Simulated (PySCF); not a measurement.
CH4N, SMILES [CH2]N, multiplicity 2. Geometry optimised at PBE-D3(BJ)/def2-TZVP. The isomer is the one that the SMILES or the coordinates give; other isomers of the formula were not compared.

Computed equilibrium geometry at PBE-D3(BJ)/def2-TZVP (PySCF confirms it by a frequency run) as a Z-matrix, and its point group:
point group Cs.
```
C
H 1 1.0887
H 1 1.0887 2 118.66
N 1 1.3956 2 116.64 3 -147.77
H 4 1.0173 1 115.33 2 -171.59
H 4 1.0173 5 111.06 1 -133.59
```
Charge 0, spin multiplicity 2.
